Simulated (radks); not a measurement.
Nb, configuration [Kr] 4d3 5s1 5p1 (not the ground configuration). Calculated with a radial shooting solver on a logarithmic mesh with Libxc functionals: scalar-relativistic Kohn-Sham, LDA (Slater exchange, Perdew-Zunger correlation), spin-polarised, spherical densities, finite nucleus; open shells are filled with parallel spins first (spin-orbit coupling, left out, can overturn this in heavy ions); Fermi nuclear charge, rms radius 4.324 fm.

Unscreened Slater integrals over Kohn-Sham orbitals (cm^-1). They are taken over the spin-up orbitals.

F0(5p,5p): 44076
F2(5p,5p): 23251
F0(5p,5s): 49546
G1(5p,5s): 30363
F0(5p,4d): 54961
F2(5p,4d): 16855
G1(5p,4d): 9741.7
G3(5p,4d): 7229.1
F0(5p,4p): 57278
F2(5p,4p): 10737
G0(5p,4p): 2117.3
G2(5p,4p): 2659.7
F0(5s,5s): 58374
F0(5s,4d): 69161
G2(5s,4d): 16899
F0(5s,4p): 73791
G1(5s,4p): 5035.7
F0(4d,4d): 100200
F2(4d,4d): 48736
F4(4d,4d): 31308
F0(4d,4p): 119030
F2(4d,4p): 55054
G1(4d,4p): 66798
G3(4d,4p): 40294
F0(4p,4p): 152520
F2(4p,4p): 79883

Derived for the open shells (J is the average intra-shell exchange parameter used in DFT+U). 4d: Racah B = F2/49 - 5 F4/441 = 639.6 cm^-1, C = 35 F4/441 = 2485 cm^-1, C/B = 3.88, F4/F2 = 0.642, J = (F2 + F4)/14 = 5717 cm^-1. 5p: J = F2/5 = 4650 cm^-1.
